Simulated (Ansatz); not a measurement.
Ideal-gas functions of CH₅GaSSi, SMILES `[SiH3][GaH][CH]=S` at 600 K and 1 bar, from an Ansatz frequency run at PBE0-D4/def2-TZVP.

Molar mass 146.93 g/mol, point group C1 (symmetry number 1), electronic degeneracy 1, moments of inertia 100.39, 313.144, 371.137 u Å². Harmonic wavenumbers (cm⁻¹, unscaled): 57, 73, 130, 162, 336, 419, 465, 496, 543, 620, 726, 864, 937, 940, 1044, 1110, 1974, 2201, 2213, 2219, 3130.

Use S(trans) = R[1.5 ln M + 2.5 ln T − 1.1517]; rotational temperatures θ = 24.2544 K / I; S(rot) = R[ln(√π/σ · √(T³/θAθBθC)) + 1.5]; for each mode x = 1.438777 ν̃/T, S = R[x/(eˣ − 1) − ln(1 − e⁻ˣ)] and H = RT x/(eˣ − 1); 1 cm⁻¹ = 0.0119627 kJ/mol; R = 8.31446 J/(mol·K).

Q: By hand: the entropy, in J/(mol·K).

A: Translation 185.6. Rotation: θ = 0.2416, 0.0775, 0.0654 K, giving 124.9. Vibration, mode by mode: 24.87, 22.81, 18.04, 16.23, 10.33, 8.62, 7.83, 7.35, 6.68, 5.74, 4.68, 3.60, 3.14, 3.12, 2.56, 2.26, 0.42, 0.27, 0.26, 0.26, 0.04, in all 149.1. Electronic 0.0. Sum 459.6 J/(mol·K).

Q: By hand: H − E and G − E in kJ/mol, counted from the electronic energy.

A: Zero-point energy ½ × 20659 × 0.0119627 = 123.6; thermal vibration 42.3; translation, rotation and pV give 4 RT = 20.0. H − E = 185.9 kJ/mol, and G − E = 185.9 − 600 × 459.6/1000 = -89.9 kJ/mol.

Vibration gives 32 % of the entropy, 65.7 J/(mol·K) of it from the modes under 150 cm⁻¹: soft modes count most, and the harmonic formula is weakest for them. The sum counts one conformer and one mirror image; others add a mixing term.
